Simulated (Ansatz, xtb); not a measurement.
Relative energy of two isomers of C3H4FNOSi

We compare I, `Fc1nc([SiH3])co1`, a singlet, with II, `Fc1ncc([SiH3])o1`, a singlet. Both are isolated molecules in the gas phase, relaxed with B3LYP-D3(BJ)/def2-SVP.

I (Å):

```xyz
11

C    -2.4930   -1.2601    0.3422
C    -1.1688    0.2046    1.1041
C    -1.0191    0.1632   -0.2520
F    -3.3758   -2.1943    0.1290
N    -2.1463   -0.7446    1.4621
O    -1.8789   -0.7884   -0.7506
Si   -0.2994    1.2764    2.3714
H    -1.2885    2.1158    3.1020
H     0.4388    0.4265    3.3457
H     0.6604    2.1523    1.6400
H    -0.4030    0.6902   -0.9742
```

II (Å):

```xyz
11

C    -3.2277    0.2816    1.4827
C    -1.3728    1.0384    2.0853
C    -1.1197    0.1941    1.0375
F    -4.4807   -0.0304    1.3132
N    -2.7329    1.0825    2.3577
O    -2.3670   -0.3006    0.6492
Si    0.4248   -0.3507    0.1382
H    -0.6564    1.6202    2.6631
H     0.3540    0.0208   -1.3024
H     1.5539    0.3592    0.7984
H     0.6069   -1.8247    0.2496
```

Problem. Which of the two would you expect CCSD(T)/def2-SVP + ΔMP2/def2-TZVPP electronic energies to favour?

Solution. Not settled: CCSD(T)/def2-SVP + ΔMP2/def2-TZVPP gives E(II) − E(I) = −1.04 kcal/mol, but this leans on the basis-set step: CCSD(T) alone gives −0.80 kcal/mol.

Level by level:

```json
{"level": "GFN2-xTB", "geometry": "GFN2-xTB", "E(II) − E(I) (kcal/mol)": "−1.96", "departure from the last row (kcal/mol)": "−0.93", "job, with rough time for the two": "optimisation, 0.16 s"}
{"level": "HF/STO-3G", "geometry": "GFN2-xTB", "E(II) − E(I) (kcal/mol)": "−1.18", "departure from the last row (kcal/mol)": "−0.14", "job, with rough time for the two": "single point, 0.4 s"}
{"level": "r2SCAN-D4/def2-SVP", "geometry": "GFN2-xTB", "E(II) − E(I) (kcal/mol)": "−1.32", "departure from the last row (kcal/mol)": "−0.28", "job, with rough time for the two": "single point, 2.8 s"}
{"level": "B3LYP-D3(BJ)/def2-SVP", "geometry": "B3LYP-D3(BJ)/def2-SVP", "E(II) − E(I) (kcal/mol)": "−1.15", "departure from the last row (kcal/mol)": "−0.11", "job, with rough time for the two": "optimisation, 40 s"}
{"level": "HF/def2-SVP", "geometry": "B3LYP-D3(BJ)/def2-SVP", "E(II) − E(I) (kcal/mol)": "−1.25", "departure from the last row (kcal/mol)": "−0.22", "job, with rough time for the two": "part of the CCSD(T) run"}
{"level": "MP2/def2-SVP", "geometry": "B3LYP-D3(BJ)/def2-SVP", "E(II) − E(I) (kcal/mol)": "−0.66", "departure from the last row (kcal/mol)": "+0.37", "job, with rough time for the two": "part of the CCSD(T) run"}
{"level": "CCSD(T)/def2-SVP", "geometry": "B3LYP-D3(BJ)/def2-SVP", "E(II) − E(I) (kcal/mol)": "−0.80", "departure from the last row (kcal/mol)": "+0.23", "job, with rough time for the two": "single point"}
{"level": "CCSD(T)/def2-SVP + ΔMP2/def2-TZVPP", "geometry": "B3LYP-D3(BJ)/def2-SVP", "E(II) − E(I) (kcal/mol)": "−1.04", "departure from the last row (kcal/mol)": "", "job, with rough time for the two": "single point, 36 s"}
```

As drawn, both hold the same kinds of bond in the same numbers.

The largest departure from CCSD(T)/def2-SVP + ΔMP2/def2-TZVPP is that of GFN2-xTB, 0.93 kcal/mol. The last row adds to CCSD(T) the change of the MP2 difference between the two basis sets, here −0.23 kcal/mol.

With thermal terms from frequencies at re-optimised GFN2-xTB minima (ideal gas, soft modes damped towards free rotors, one conformer each, 298.15 K, 1 atm): on the last row, ΔE + ΔZPE = −0.88, ΔH = −0.89, ΔG = −0.91 kcal/mol.

The correlated steps freeze 11 core orbitals. Run with Ansatz 0.2.0, xtb 6.7.1; the last row on 2 threads of Intel(R) Xeon(R) 6975P-C (Granite Rapids) on a shared host.
